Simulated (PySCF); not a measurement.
**B (boron, neutral) across methods**

[He] 2s1 2p2, high-spin 4P determinant (an excited configuration). Computed with PySCF 2.14 in def2-TZVPPD, with no relativity, point nucleus.

```json
{"method": "LDA", "E (hartree)": "-24.2334", "mean ε 1s β (eV)": "-177.66", "mean ε 2s α (eV)": "-10.600", "mean ε 2p α (eV)": "-4.829", "Σ⟨r²⟩ (bohr²)": "16.49", "⟨S²⟩": "3.750"}
{"method": "UHF", "E (hartree)": "-24.45193", "mean ε 1s β (eV)": "-207.91", "mean ε 2s α (eV)": "-17.517", "mean ε 2p α (eV)": "-9.699", "Σ⟨r²⟩ (bohr²)": "15.71", "⟨S²⟩": "3.750"}
{"method": "PBE0", "E (hartree)": "-24.5001", "mean ε 1s β (eV)": "-186.77", "mean ε 2s α (eV)": "-12.467", "mean ε 2p α (eV)": "-6.103", "Σ⟨r²⟩ (bohr²)": "16.02", "⟨S²⟩": "3.750"}
{"method": "r2SCAN", "E (hartree)": "-24.5290", "mean ε 1s β (eV)": "-182.58", "mean ε 2s α (eV)": "-11.282", "mean ε 2p α (eV)": "-5.122", "Σ⟨r²⟩ (bohr²)": "15.95", "⟨S²⟩": "3.750"}
{"method": "r2SCAN0", "E (hartree)": "-24.5281", "mean ε 1s β (eV)": "-189.02", "mean ε 2s α (eV)": "-12.856", "mean ε 2p α (eV)": "-6.300", "Σ⟨r²⟩ (bohr²)": "15.85", "⟨S²⟩": "3.750"}
{"method": "TPSS", "E (hartree)": "-24.5377", "mean ε 1s β (eV)": "-181.65", "mean ε 2s α (eV)": "-10.904", "mean ε 2p α (eV)": "-4.854", "Σ⟨r²⟩ (bohr²)": "16.10", "⟨S²⟩": "3.750"}
{"method": "M06", "E (hartree)": "-24.5118", "mean ε 1s β (eV)": "-187.22", "mean ε 2s α (eV)": "-11.911", "mean ε 2p α (eV)": "-5.710", "Σ⟨r²⟩ (bohr²)": "16.32", "⟨S²⟩": "3.750"}
{"method": "PBE", "E (hartree)": "-24.4900", "mean ε 1s β (eV)": "-179.50", "mean ε 2s α (eV)": "-10.677", "mean ε 2p α (eV)": "-4.822", "Σ⟨r²⟩ (bohr²)": "16.26", "⟨S²⟩": "3.750"}
```

**Question.** Estimate the same row for LC-wPBE.

**Answer.** E (hartree) = -24.5114; mean ε 1s β (eV) = -185.41; mean ε 2s α (eV) = -15.730; mean ε 2p α (eV) = -8.991; Σ⟨r²⟩ (bohr²) = 15.84; ⟨S²⟩ = 3.750.
